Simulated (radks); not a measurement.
Results of a calculation; reference values are marked as such.
Fractional charge and spin in the 4p shell of silver: the spin-up occupation runs from 2 to 3 and the spin-down occupation from 2 to 3; the fullest corner is Ag+, [Ar] 3d10 4s2 4d10 4p(up 3, down 3). Level of theory: scalar-relativistic Kohn-Sham, PBE, spin-polarised, spherical densities, finite nucleus; Fermi nuclear charge, rms radius of each element as measured or else 0.836 A^(1/3) + 0.57 fm (a radial shooting solver on a logarithmic mesh with Libxc functionals). Energy (eV) minus the two flat planes that join the four corners (they meet along the diagonal where the two added fractions sum to one electron); zero is where a piecewise linear energy would lie.

\begin{tabular}{lrrrrr}
down \ up & 2 & 2.25 & 2.5 & 2.75 & 3 \\ \hline
2 & 0.000 & -1.574 & -2.085 & -1.552 & 0.000 \\
2.25 & -1.574 & -2.015 & -1.414 & 0.206 & -1.417 \\
2.5 & -2.085 & -1.414 & 0.275 & -1.280 & -1.869 \\
2.75 & -1.552 & 0.206 & -1.280 & -1.801 & -1.386 \\
3 & 0.000 & -1.417 & -1.869 & -1.386 & 0.000 \\
\end{tabular}

Corners above the fullest one (they belong to Ag2+ and the next ion): (up 3, down 2) 74.087 eV, (up 2, down 3) 74.087 eV, (up 2, down 2) 165.12 eV. With half an added electron in each spin the energy lies 0.275 eV from the planes, and with half an added electron in spin up alone -2.085 eV. The planes are only a guide here: the flat-plane condition holds for ground states with one frontier orbital, while this shell lies below other occupied shells, so the corners above the fullest one are inner-hole states and not the ground states of those ions.
